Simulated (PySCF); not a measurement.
Nb(NH)(Cl)2(OMe) (CH4Cl2NNbO), SMILES [O](C)[Nb](=[NH])([Cl])[Cl], multiplicity 1.

The structure is a stationary point at B3LYP-D3(BJ)/def2-SVP. The multiplicity is an assumed one; other spin states were not compared. The def2 effective core potentials stand for the cores of Nb; spin–orbit coupling is left out. The values are those of a single conformer.

Two levels are set side by side: PBE/def2-TZVP (PySCF) and M06-2X/def2-TZVP (PySCF). Same geometry, gas phase. Differences are taken from unrounded values.

| quantity | M06-2X | PBE | PBE minus M06-2X |
|---|---|---|---|
| orbital gap (eV) | 8.37 | 4.15 | -4.23 |
| highest occupied level (eV) | -9.69 | -6.97 | 2.72 |
| lowest empty level (eV) | -1.31 | -2.82 | -1.51 |
| dipole moment (D) | 3.75 | 3.69 | -0.07 |
| mean polarisability (bohr³) | 89.0 | 94.5 | 5.5 |

PBE's occupied levels lie high since its potential decays too fast outside the molecule; exact exchange lowers them and widens the gap. PBE's more diffuse valence density responds more strongly to a field. Differences between two approximate levels are no errors against the true value.

Rough cost on one machine, each run with all the roots and properties that it gave: M06-2X against PBE about 3 times.
